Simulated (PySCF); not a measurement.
AlCl, charge +1, multiplicity 2. Atoms are numbered in the order given.

```xyz
2

Al     0.0000     0.0000    -1.1540
Cl     0.0000     0.0000     0.8825
```
Charge +1, spin multiplicity 2.

The structure is a stationary point at B3LYP-D3(BJ)/def2-TZVPD. The multiplicity is an assumed one; other spin states were not compared.

Calculation: ωB97X/def2-TZVPD in PySCF.

Mulliken values depend strongly on the basis, most of all with diffuse functions as here. ESP charges are fitted to the potential on shells at 1.4 to 2.0 van der Waals radii. Atomic charges (e):

```csv
atom,Mulliken,meta-Löwdin,ESP fit,Mulliken spin
Al1,0.92,1.09,(withheld),0.82
Cl2,0.08,-0.09,(withheld),0.18
```

### Question
Complete the blanks. (The exact figures need the calculation; the answer reports its results.)

### Answer

- Al1, ESP fit: 1.03
- Cl2, ESP fit: -0.03
